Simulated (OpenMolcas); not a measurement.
Ar³⁺: Slater's ratio, worked from levels

```
Program             : OpenMolcas
Basis               : ANO-RCC-VQZP [6s5p3d2f1g]
Scalar Hamiltonian  : DKH2, point nucleus
Active space        : 5 electrons in 8 orbitals (3s 3p 4s 4p)
State averaging     : 2S+1 = 4 odd, 1 root; 2S+1 = 2 odd, 8 roots; 2S+1 = 4 even, 3 roots; 2S+1 = 2 even, 9 roots
Spin-orbit coupling : state interaction with AMFI integrals over the reference wave functions, term energies averaged over their components
```

Methods: CASSCF; SS-CASPT2, IPEA 0.25 Eh, imaginary shift 0.1 Eh (closed shells correlated: 2s 2p). Measured levels: Saloman, J. Phys. Chem. Ref. Data 39, 033101 (2010).

**Slater's ratio.** With one set of orbitals, p3 has ²D° - ⁴S° = 9 F2 and ²P° - ²D° = 6 F2 (F2 = F²/25), a ratio of 2/3. Term energies are centres of gravity, weighted by 2J + 1.

```json
{"Source": "CASSCF", "²D° - ⁴S°": "25786", "²P° - ⁴S°": "35838", "F2 from the first": "2865", "Ratio": "0.390"}
{"Source": "SS-CASPT2", "²D° - ⁴S°": "21870", "²P° - ⁴S°": "35613", "F2 from the first": "2430", "Ratio": "0.628"}
{"Source": "measured", "²D° - ⁴S°": "21168", "²P° - ⁴S°": "34973", "F2 from the first": "2352", "Ratio": "0.652"}
```

Energies in cm-1. A ratio away from 2/3 shows effects beyond one configuration with one set of orbitals, and in heavier atoms second-order spin-orbit shifts. In CASSCF the valence s occupation is 1.96 in ²P° against 2.00 in ²D°: mixing out of s² acts most on ²P° and pulls it down.

Term energies are means over components that CASPT2 splits; among the terms shown or strongly mixed into the levels shown the widest spread is 110 cm-1 (3s² 3p³ ²D°, SS-CASPT2). Over all roots computed the reference weight is 0.86 to 0.96 in SS-CASPT2; the roots of lowest weight are the least certain, and an intruder state may touch them. Active for correlation alone: 4p 4s; no level in the range computed is led by a configuration that fills them, so any true level of that kind is missing. Measured partners are found by configuration, term and J. A level has none where our copy of the source lacks it or the pairing is in doubt (some pairs that miss far off the trend of their configuration count as doubtful), and it then counts in no deviation. Levels of configurations outside the active space are missing.

° marks odd parity.
